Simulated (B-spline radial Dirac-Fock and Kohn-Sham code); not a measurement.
**Radiative decay of the L1 hole in Br⁺**

System: Br⁺, configuration 1s2 2s2 2p6 3s2 3p6 3d10 4s2 4p4, inside a Watson sphere of charge -1 and radius 2 Å (a model of the Madelung potential; inside it an electron's potential energy is raised by 7.2 eV).

The run's input, task.json:

```json
{"items": [{
  "Z": 35,
  "q": 1,
  "cfg": [[1, 0, 2], [2, 0, 2], [2, 1, 6], [3, 0, 2], [3, 1, 6], [3, 2, 10], [4, 0, 2], [4, 1, 4]],
  "A": 79,
  "rrms": 4.1629,
  "watson": [-1, 2.0],
  "do": ["binding", "quiet", "decay"],
  "holes": ["K", "L1", "L2", "L3", "M1", "M2", "M3", "M4", "M5", "N1"]
}]}
```

Launch: `python xray_run.py task.json out`

Calculated with a radial B-spline solver, using independent-particle rates on relativistic LDA orbitals of the hole state (multipoles up to L = 3, Coulomb Auger matrix elements, transition energies from Dirac-Fock).

| line | multipole | energy (eV) | width (meV) | share (%) |
| --- | --- | --- | --- | --- |
| L1-L2 | E1 | 190.9 | 0.0459 | 0.308 |
| L1-L3 | E1 | – | 0.183 | 1.22 |
| L1-M2 | E1 | 1595.6 | 4.87 | 32.7 |
| L1-M3 | E1 | – | 8.73 | 58.5 |
| L1-M4 | E2 | 1719.1 | 0.0285 | 0.191 |
| L1-M5 | E2 | 1720.2 | 0.0424 | 0.284 |
| L1-N2 | E1 | 1786.9 | 0.362 | 2.43 |
| L1-N3 | E1 | 1787.5 | 0.655 | 4.39 |

The listed lines hold 100.0 % of the radiative rate. A dash stands for an energy that rests on an unreliable hole state. The radiative width is 0.0149 eV in the length form and 0.0148 eV in the velocity form; the two differ because the transition energies are not eigenvalue differences of the potential that gave the orbitals.
